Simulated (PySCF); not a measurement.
# CuH3 at several levels of theory

All levels use the PBE0 minimum (singlet; Cu–H 1.504 Å, Cu–H 1.728 Å (×2), H–H 0.782 Å; Cu–H–H 76.9° (×2), H–Cu–H 26.2°, H–Cu–H 166.9° (×2)), basis [Cu def2-TZVP, H def2-TZVP], no relativity, density fitting, no spin–orbit coupling, PySCF. For vertical energies the ionised species is a doublet (spins chosen at PBE0 and kept). Atomisation goes to high-spin ground-configuration atoms, without zero-point energy. Open shells are unrestricted, also as the reference of the correlated levels. A dash marks a value that was not computed or is not defined at that level.

```tsv
level	atomisation (kJ/mol)	vertical IP (eV)	−ε(HOMO) (eV)	gap (eV)	dipole (D)
PBE0	726	9.16	6.67	6.11	3.81
HF	477	7.90	9.02	11.42	4.82
MP2	716	9.18	–	–	–
PBE	754	9.37	5.58	4.14	3.40
B3LYP	756	9.37	6.56	5.68	3.70
r2SCAN	775	9.23	5.65	4.52	3.60
TPSSh	786	9.15	6.00	5.10	3.71
CAM-B3LYP	763	9.33	8.10	8.48	3.88
BHandHLYP	721	9.01	7.67	7.89	4.15
```
